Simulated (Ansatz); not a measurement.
HOS, SMILES `O[S+]` (lower triplet) (charge 1, multiplicity 3). This triplet lies 0.54 eV below the relaxed singlet at the level composite: frozen-core CCSD(T) with HF/cc-pV5Z and the correlation energy extrapolated as X^-3 from cc-pVQZ and cc-pV5Z, plus CCSDT(Q) minus CCSD(T) in cc-pVDZ // B3LYP-D3(BJ)/def2-TZVP (Ansatz, a first-principles code).

Method: frozen-core CCSD(T)/cc-pVQZ // B3LYP-D3(BJ)/def2-TZVP run with Ansatz.

Ansatz 0.2 input:
```yaml
crystal:
  periodic: [false, false, false]
  atoms:
    - { symbol: O, position_ang: [-0.239558, 0.363161, 0.0] }
    - { symbol: S, position_ang: [1.230379, -0.087144, -0.000004] }
    - { symbol: H, position_ang: [-0.990821, -0.276016, 0.000004] }
basis:
  gaussian: { orbitals: cc-pVQZ }
correlation:
  method: ccsd_t
total_charge: 1
magnetization:
  spin_polarized: true
  initial_magnetization: 2
```

Output:

```
Functional definition: HF
874 factors; integrals over basis functions are off by at most 9.6e-4 eV
mean field evaluation 1: about -12857.0925 eV, gradient 4.0e1 eV
mean field evaluation 2: about -12857.0949 eV, gradient 4.0e1 eV
mean field evaluation 4: about -12862.1942 eV, gradient 3.0e0 eV
mean field evaluation 8: about -12862.2831 eV, gradient 1.9e-1 eV
mean field evaluation 16: about -12862.2641 eV, gradient 8.8e-1 eV
mean field evaluation 32: about -12858.0808 eV, gradient 1.2e-1 eV
mean field -12862.28402601 eV, -472.6802195867 hartree, gradient 3.0e-6 eV, S^2 2.030815; 1 other end points of the search recorded, 0 dependent functions left out
6 core orbitals not correlated
reference -12862.28402601 eV, -472.6802195867 hartree; 7, 5 occupied and 131, 133 virtual orbitals, 874 factors
second order -10.55151734 eV of doubles, -0.00000000 eV of singles
cycle   1  -10.57958355 eV  change   -2.8e-2 eV  update   8.8e-2
cycle   2  -10.89592824 eV  change   -3.2e-1 eV  update   3.0e-2
cycle   3  -10.99649569 eV  change   -1.0e-1 eV  update   2.1e-2
cycle   4  -10.98632649 eV  change    1.0e-2 eV  update   7.7e-3
cycle   5  -10.98845279 eV  change   -2.1e-3 eV  update   4.0e-3
cycle   6  -10.98907499 eV  change   -6.2e-4 eV  update   1.2e-3
cycle   7  -10.98897998 eV  change    9.5e-5 eV  update   4.0e-4
cycle   8  -10.98912971 eV  change   -1.5e-4 eV  update   1.7e-4
cycle   9  -10.98911344 eV  change    1.6e-5 eV  update   6.2e-5
cycle  10  -10.98908068 eV  change    3.3e-5 eV  update   2.6e-5
cycle  11  -10.98909959 eV  change   -1.9e-5 eV  update   1.1e-5
cycle  12  -10.98909573 eV  change    3.9e-6 eV  update   4.6e-6
perturbative correction -0.48807268 eV, -0.0179363402 hartree
Total energy: -12873.76119442 eV, -473.1019977462 hartree
```
